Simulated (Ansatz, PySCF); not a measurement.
Species: sum formula HSF2 (charge +1, singlet). It need not be the lowest isomer of its formula. SMILES: F[SH+]F
Geometry: optimised at B3LYP-D3(BJ)/def2-TZVP (Ansatz, an electronic-structure program).

Quantity: vertical electron affinity (to the doublet state of charge +0; a negative value means that the extra electron is unbound and the number depends on the basis; each state is the SCF solution reached for its spin), in eV. Correlated levels leave the core frozen unless marked. UHF or UKS for open shells. No spin-orbit coupling. Non-relativistic. CBS marks a two-point X^-3 extrapolation of the correlation energy; Hartree-Fock from the larger set. The bracket is a focal-point correction in the basis named.

```
level                                                                      program  vertical electron affinity (eV)  minus last row
-------------------------------------------------------------------------  -------  -------------------------------  --------------
HF/aug-cc-pV(Q+d)Z                                                          Ansatz                             5.97           -0.59
SVWN5/def2-TZVPD                                                            Ansatz                             6.71            0.15
PBE/def2-TZVPD                                                              Ansatz                             6.60            0.04
r2SCAN/def2-TZVPD                                                           Ansatz                             6.66            0.10
B3LYP/def2-TZVPD                                                            Ansatz                             6.68            0.12
PBE0/def2-TZVPD                                                             Ansatz                             6.67            0.11
BHLYP/def2-TZVPD                                                            Ansatz                             6.60            0.04
M06-2X/def2-TZVPD                                                            PySCF                             6.54           -0.02
CAM-B3LYP/def2-TZVPD                                                        Ansatz                             6.72            0.16
wB97M-V/def2-TZVPD                                                          Ansatz                             6.46           -0.10
wB97X-V/def2-TZVPD                                                          Ansatz                             6.52           -0.04
wB97X/def2-TZVPD                                                            Ansatz                             6.54           -0.02
MP2/aug-cc-pV(D+d)Z                                                         Ansatz                             6.28           -0.28
MP2/aug-cc-pV(T+d)Z                                                         Ansatz                             6.43           -0.13
RI-MP2/aug-cc-pV(T+d)Z                                                      Ansatz                             6.43           -0.13
RI-MP2/aug-cc-pV(Q+d)Z                                                      Ansatz                             6.49           -0.07
SCS-MP2/aug-cc-pV(T+d)Z                                                     Ansatz                             6.32           -0.24
CCSD(T)/aug-cc-pV(D+d)Z                                                     Ansatz                             6.29           -0.27
CCSD(T)/aug-cc-pV(T+d)Z                                                     Ansatz                             6.47           -0.09
RI-MP2/CBS(aug-cc-pV(T+d)Z,aug-cc-pV(Q+d)Z)+[CCSD(T)-MP2]/aug-cc-pV(D+d)Z   Ansatz                             6.54           -0.02
RI-MP2/CBS(aug-cc-pV(T+d)Z,aug-cc-pV(Q+d)Z)+[CCSD(T)-MP2]/aug-cc-pV(T+d)Z   Ansatz                             6.56            0.00
```
